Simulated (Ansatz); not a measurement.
System: MoH6, net charge -1, doublet state. The spin state was set by rule; other spins were not relaxed. 
Geometry from a B3LYP-D3(BJ)/def2-TZVP (Ansatz, an electronic-structure program) optimisation:
SMILES: [MoH6-]
```xyz
7

Mo     0.0163     0.0303    -0.0075
H      0.6432     0.6694     1.4870
H     -1.1716    -0.4422     1.1153
H      0.4476    -1.3819     0.8379
H      0.8644    -1.1213    -0.9408
H      0.1219     0.7007    -1.6625
H     -1.5897     0.3029    -0.5204
```
Charge -1, spin multiplicity 2.

Parts of the frozen-core correlation energy in def2-SVPD (Ansatz, hartree). Frozen orbitals: 4; correlated occupied orbitals by spin: 7 and 6; virtual: 71 and 72. UHF or UKS for open shells. Spin-orbit coupling is left out. In def2 rows, elements after Kr have scalar-relativistic effective core potentials.

| term | value |
|---|---|
| reference (HF) | -70.85019 |
| MP2 opposite-spin | ___ |
| MP2 same-spin | ___ |
| CCSD correlation | -0.31333 |
| (T) | ___ |
| T1 diagnostic | 0.038 |
| largest doubles amplitude | 0.054 |
| <S^2> of the reference | 0.802 |

Question: Some entries are withheld; supply them.

Answer: 
- MP2 opposite-spin, value: -0.21684
- MP2 same-spin, value: -0.06702
- (T), value: -0.01447
